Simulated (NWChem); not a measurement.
A series in which one site is exchanged, each optimised at PBE0/def2-SVP with NWChem, gas phase unless a solvent is named. Low-valent species are run as closed-shell singlets; no triplet was tried in these runs. For some, no frequency run checked for a minimum. def2 effective core potentials on I, Pb; no spin-orbit coupling.

A: [I][PbH] (PbHI; site = H)
B: [I][Pb][I] (PbI2; site = I)
C: [F][Pb][I] (PbIF; site = F)
D: [Cl][Pb][I] (PbICl; site = Cl)

```json
[
 {"quantity": "dipole (D), PBE0/def2-SVP", "A": "3.58", "B": "3.92", "C": "…", "D": "4.23"},
 {"quantity": "orbital gap (eV), PBE0/def2-SVP", "A": "3.60", "B": "3.87", "C": "…", "D": "4.13"},
 {"quantity": "static polarisability, B3LYP/def2-SVPD (bohr³)", "A": "88.3", "B": "128.1", "C": "…", "D": "100.5"}
]
```

**Question.** Complete the blanks.

**Answer.** 
- dipole (D), PBE0/def2-SVP, C: 4.42
- orbital gap (eV), PBE0/def2-SVP, C: 4.29
- static polarisability, B3LYP/def2-SVPD (bohr³), C: 82.4
